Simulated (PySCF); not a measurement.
C₃H₆SeSi, SMILES C#CC[SiH2][SeH] (GFN2-xTB optimised geometry):

```
11

C      1.950     0.857     1.818
C      1.576     0.070     0.995
C      1.051    -0.829     0.000
Si    -0.866    -0.829     0.000
Se    -1.576     1.343     0.000
H      2.327     1.517     2.540
H      1.422    -0.524    -0.981
H      1.414    -1.838     0.195
H     -1.373    -1.432    -1.229
H     -1.374    -1.492     1.200
H     -0.411     1.838     0.676
```

Level of theory: PBE0/def2-TZVP in PySCF.

Problem. What are the frontier orbital energies and the dipole moment?

Solution. HOMO-2 -8.04 eV, HOMO-1 -7.79 eV, HOMO -6.87 eV, LUMO 0.08 eV, LUMO+1 0.23 eV; dipole moment 1.61 D.

Meta-Löwdin charges at PBE0/def2-TZVP: C1 -0.25, C2 -0.02, C3 -0.45, Si4 0.57, Se5 -0.25, H6 0.18, H7 0.16, H8 0.16, H9 -0.09, H10 -0.09, H11 0.09.
